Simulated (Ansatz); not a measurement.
Consider the substitution at a C–Si bond: `[SiH3]C([SiH3])[SiH3]` + HI → `[SiH3]C([SiH3])I` + SiH₄.

Gas-phase electronic energies from Ansatz, PBE0-D4/def2-TZVP geometries. CBS: MP2 limit from def2 TZ/QZ plus the TZ coupled-cluster correction, frozen cores. This one scheme is used for every species. Functionals use def2-TZVPP. def2 core potentials past Kr. For I outer-core shells are correlated without core-valence functions, which leaves a few kJ/mol of doubt a bond.

```json
{"species": "`[SiH3]C([SiH3])[SiH3]`", "PBE0 energy (Eh)": "-912.21085"}
{"species": "HI", "PBE0 energy (Eh)": "-298.31821"}
{"species": "`[SiH3]C([SiH3])I`", "PBE0 energy (Eh)": "-918.75029"}
{"species": "SiH₄", "PBE0 energy (Eh)": "-291.75661"}
```

(1) Work out ΔE.

Largest T1 diagnostic among the species: 0.011.

Answers

(1) ΔE = (-918.75029) + (-291.75661) − (-912.21085) − (-298.31821) = 0.02216 Eh = +13.9 kcal/mol. CCSD(T)/CBS gives +11.6 kcal/mol.

From PBE to PBE0 (25 % exact exchange), in def2-TZVPP and without D4, ΔE moves by +1.2 kcal/mol.
